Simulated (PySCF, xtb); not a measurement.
Si(Cl)(OH)2(NH2) (ClH₄NO₂Si), SMILES N[Si](O)(O)Cl. One conformer was computed; it need not be the lowest.

Harmonic wavenumbers (cm⁻¹) from xtb 6.7.1 with GFN2-xTB at its own minimum, in rising order: 156, 171, 195, 234, 265, 268, 293, 321, 479, 569, 805, 815, 836, 850, 940, 972, 1514, 3488, 3521, 3658, 3686.

Task: What does PBE-D3(BJ)/def2-SVP (PySCF 2.14.0) give at its own minimum? (Estimate from the structure and the level; the computed values follow.)

Result: 117, 177, 211, 264, 279, 295, 344, 356, 400, 515, 763, 808, 819, 840, 936, 961, 1480, 3498, 3599, 3754, 3765. Paired by order, the mean absolute difference is 35 cm⁻¹ and the zero-point energies are 34.4 and 34.6 kcal/mol.
